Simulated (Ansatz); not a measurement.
The first iterations of a band of C2H6OSSi (11 atoms, charge 0, multiplicity 1).

These are results of UKS PBE/6-31G* in Ansatz 0.2.0, not measurements.

```yaml
movable_images: 7
climbing_image: yes
spring: 20.0 eV/Å²
optimiser: quadratic models (default)
start_path: through a guess of the saddle point
force_threshold: 0.05 eV/Å
iteration_limit: 60
end_points: relaxed
```

Image 0:

```xyz
11
Properties=species:S:1:pos:R:3
S -0.202 2.229 0.308
C -0.491 0.612 -0.542
O -1.167 -0.386 0.254
C -0.058 -1.148 0.839
Si 1.090 -0.480 -0.542
H -1.512 2.591 0.410
H -1.071 0.789 -1.461
H -0.324 -2.217 0.871
H 0.173 -0.798 1.862
H 1.197 -1.373 -1.743
H 2.431 0.123 -0.235
```

Image 8:

```xyz
11
Properties=species:S:1:pos:R:3
S -0.284 2.243 0.007
C -0.412 0.501 -0.327
O -0.765 -0.309 0.952
C 0.247 -1.646 0.603
Si 1.242 -0.512 -0.495
H -1.608 2.575 -0.045
H -1.188 0.267 -1.070
H -1.656 -0.707 0.832
H 0.600 -1.899 1.620
H 1.526 -1.037 -1.874
H 2.363 0.467 -0.183
```

| iteration | highest image above the first end (eV) | largest band force component (eV/Å) |
| --- | --- | --- |
| 1 | 4.989 | 7.461 |
| 2 | 4.014 | 3.974 |
| 3 | 3.536 | 3.080 |
| 4 | 3.354 | 2.368 |

**Question.** Does the band converge within its limit, and where does its top end?

**Answer.** The forces met the threshold. It ended after 14 iterations with the highest image 3.386 eV above the first end. Neighbouring images differ by up to 1.9 eV, so the band resolves the path poorly. Another band between the same ends (7 images) ends at a top of the same energy, where a vibrational analysis finds 1 clearly imaginary mode. The orbitals stay closed-shell, which can raise the energy where a bond breaks towards radicals; this wasn't checked here.

Time of the run: 3.8 min on 2 threads of Intel(R) Xeon(R) Platinum 8488C (Sapphire Rapids), with other jobs on the host, peak memory 0.2 GiB.
